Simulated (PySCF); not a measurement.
# O (oxygen, neutral): r2SCAN calculation

Configuration: [He] 2s2 2p4, high-spin 3P determinant. All numbers are calculated (PySCF 2.14, no relativity, point nucleus, in 6-31G*).

| Quantity | Value |
| --- | --- |
| Total energy | -75.0224 hartree |
| One-electron energy | -103.2244 hartree |
| Hartree (Coulomb) energy | 36.6494 hartree |
| Exchange-correlation energy | -8.4473 hartree |
| Kinetic energy | 74.61924 hartree |
| ⟨S²⟩ | 2.0034 |
| ⟨L²⟩ | 2.007 |
| Sum of ⟨r⟩ | 7.582 bohr |
| Sum of ⟨r²⟩ | 10.97 bohr² |
| Traceless quadrupole moment −½Σ⟨3z² − r²⟩ along its main axis | -0.844 e·bohr² |
| Density at the nucleus (Gaussians lack the cusp) | 292 bohr⁻³ |
| Spin density at the nucleus | 0.279 bohr⁻³ |
| Langevin diamagnetic susceptibility | -8.69 ×10⁻⁶ cm³/mol |
| Time after the integrals | 0.12 s of wall time on 1 thread of Neoverse-V2 (shared host) |

| shell | electrons | mean orbital energy (hartree) | spread (hartree) | rms radius, mean of both spins (bohr) |
| --- | --- | --- | --- | --- |
| 1s α | 1 | -19.10874 | 0 | 0.231 |
| 1s β | 1 | -19.04937 | 0 | 0.231 |
| 2s α | 1 | -0.97320 | 0 | 1.28 |
| 2s β | 1 | -0.78791 | 0 | 1.28 |
| 2p α | 3 | -0.38226 | 0.08651 | 1.38 |
| 2p β | 1 | -0.27050 | 0 | 1.38 |
